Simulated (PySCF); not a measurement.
Input and output of a TDDFT job on `C=CP/C=C/PC=C`.

Method: TDDFT B3LYP/def2-SVPD, vertical, gas phase, core orbitals frozen in the response (PySCF).

Input of the driver that calls PySCF (job settings, then Cartesian coordinates in Å):

```
{"job": {"kind": "uv", "xc": "B3LYP", "basis": "def2-SVPD", "nstates": 8, "ntriplets": 3}, "charge": 0, "multiplicity": 1}
C      4.1224    -0.3849    -0.0199
C      3.0666    -0.6044     0.7461
P      1.8251     0.6467     1.1933
C      0.3833    -0.2269     0.5114
C     -0.3840     0.2256    -0.4735
P     -1.8270    -0.6444    -1.1572
C     -3.0666     0.6064    -0.7050
C     -4.1226     0.3860     0.0603
H      4.3020     0.5735    -0.4801
H      4.8540    -1.1524    -0.2156
H      2.9131    -1.5677     1.2194
H      2.0391     1.4845     0.0927
H      0.1426    -1.1551     1.0190
H     -0.1424     1.1535    -0.9815
H     -2.0450    -1.4870    -0.0611
H     -2.9133     1.5708    -1.1764
H     -4.3021    -0.5720     0.5215
H     -4.8540     1.1539     0.2551
```

Output:

```
coarse grid: 15968 points
cycle   1  E = -916.7508496147  dE =  7.730e-01  |g| = 4.690e-01  |ddm| = 7.213e+00
cycle   2  E = -916.7224860575  dE =  2.836e-02  |g| = 5.633e-01  |ddm| = 1.822e+00
cycle   3  E = -916.8130442093  dE = -9.056e-02  |g| = 4.371e-02  |ddm| = 9.410e-01
cycle   4  E = -916.8135539130  dE = -5.097e-04  |g| = 2.362e-02  |ddm| = 1.450e-01
cycle   5  E = -916.8137113414  dE = -1.574e-04  |g| = 7.912e-03  |ddm| = 5.550e-02
cycle   6  E = -916.8137310429  dE = -1.970e-05  |g| = 9.520e-04  |ddm| = 1.707e-02
cycle   7  E = -916.8137313005  dE = -2.576e-07  |g| = 3.485e-04  |ddm| = 2.762e-03
final grid: 144824 points
cycle   8  E = -916.9384236754  dE = -4.874e-05  |g| = 4.910e-03  |ddm| = 1.294e-01
cycle   9  E = -916.9384203046  dE =  3.371e-06  |g| = 5.994e-03  |ddm| = 1.787e-02
cycle  10  E = -916.9384305555  dE = -1.025e-05  |g| = 6.261e-04  |ddm| = 9.496e-03
cycle  11  E = -916.9384306519  dE = -9.641e-08  |g| = 2.546e-04  |ddm| = 1.283e-03
cycle  12  E = -916.9384306672  dE = -1.526e-08  |g| = 9.499e-05  |ddm| = 5.283e-04
cycle  13  E = -916.9384306699  dE = -2.736e-09  |g| = 2.032e-05  |ddm| = 2.081e-04
cycle  14  E = -916.9384306700  dE = -7.867e-11  |g| = 1.223e-05  |ddm| = 4.902e-05
converged SCF energy = -916.9384306700

Static polarisability (au): isotropic 134.875, principal 102.633 107.693 194.301

Singlet excitations
state   eV       nm        f      main configurations
  1   4.7816    259.3   0.15493   H->L 0.96
  2   4.8520    255.5   0.00000   H-1->L 0.90
  3   5.0167    247.1   0.00000   H->L+1 0.93
  4   5.2819    234.7   0.19962   H->L+2 0.92
  5   5.5331    224.1   0.21596   H-1->L+1 0.93
  6   5.7472    215.7   0.00001   H-1->L+2 0.91
  7   5.9362    208.9   0.00014   H->L+3 0.96
  8   5.9802    207.3   0.22003   H-2->L 0.71, H->L+6 0.16

Triplet excitations (Tamm-Dancoff, eV): 3.6439 3.9820 4.0840
```

The SCF starts on a coarse grid; the energy jumps when the final grid takes over, and dE counts afresh there. The run used 248 basis functions and 14 SCF iterations for the ground state.

Time: 68 s of wall time; peak memory 0.98 GiB. Hardware: one thread, Intel Xeon Platinum 8259CL at 2.50 GHz (x86_64) (shared host).

Geometry: GFN2-xTB, one conformer, isolated molecule.
